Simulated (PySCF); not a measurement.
## SMILES N#C[C@H]1CCC=CCO1, C₇H₉NO

Cartesian coordinates in Å; atom numbers follow the order of the lines, from 1:
```xyz
18

N     2.923   -0.238   -2.039
C     2.276    0.026   -1.134
C     1.410    0.329   -0.001
C     0.252    1.224   -0.486
C    -0.908    1.224    0.513
C    -1.783    0.013    0.359
C    -1.360   -1.212    0.090
C     0.071   -1.653   -0.045
O     0.998   -0.848    0.656
H     2.007    0.862    0.752
H    -0.112    0.869   -1.454
H     0.638    2.235   -0.624
H    -0.513    1.265    1.533
H    -1.512    2.119    0.357
H    -2.844    0.187    0.473
H    -2.076   -2.013   -0.029
H     0.348   -1.733   -1.108
H     0.176   -2.648    0.401
```

The calculation used PySCF 2.14.0, GIAO PBE/pcSseg-1 magnetisability, rotational g tensor and spin-rotation constants, non-relativistic, gas phase. Geometry: GFN2-xTB.

(1) Give the nuclear spin-rotation constants along the inertial axes (H = +C I·J) beside the isotropic shieldings.

Results:

(1) Rotational constants 3.0566, 1.3310, 1.0891 GHz. A star marks the isotopologue with that one atom substituted, in its own axes.
| atom | isotope | Caa (kHz) | Cbb (kHz) | Ccc (kHz) | mean (kHz) | σ (ppm) |
| --- | --- | --- | --- | --- | --- | --- |
| N1 | 14N | 0.259 | 0.281 | 0.200 | 0.247 | -36.6 |
| H10 | 1H | -0.293 | -0.106 | 0.029 | -0.123 | 27.0 |
| H11 | 1H | -0.344 | -0.138 | 0.035 | -0.149 | 29.3 |
| H12 | 1H | -0.291 | 0.030 | -0.125 | -0.129 | 29.4 |
| H13 | 1H | -0.302 | -0.150 | 0.041 | -0.137 | 28.8 |
| H14 | 1H | -0.271 | 0.002 | -0.104 | -0.125 | 29.4 |
| H15 | 1H | 0.243 | -0.132 | -0.100 | 0.004 | 25.5 |
| H16 | 1H | -0.105 | -0.003 | -0.090 | -0.066 | 25.8 |
| H17 | 1H | -0.110 | -0.125 | -0.008 | -0.081 | 26.7 |
| H18 | 1H | -0.309 | 0.056 | -0.090 | -0.115 | 27.1 |
| C2 | 13C* | 0.425 | 0.577 | 0.364 | 0.456 | 62.6 |
| C3 | 13C* | 0.717 | 0.256 | 0.280 | 0.418 | 110.8 |
| C4 | 13C* | 0.492 | 0.251 | 0.222 | 0.322 | 140.4 |
| C5 | 13C* | 0.501 | 0.223 | 0.180 | 0.301 | 152.6 |
| C6 | 13C* | 1.350 | 0.450 | 0.229 | 0.676 | 44.9 |
| C7 | 13C* | 1.282 | 0.468 | 0.239 | 0.663 | 44.5 |
| C8 | 13C* | 0.717 | 0.314 | 0.237 | 0.423 | 109.9 |
| O9 | 17O* | -0.315 | -0.148 | -0.124 | -0.196 | 263.0 |

For the geometry as given, no vibrational averaging.
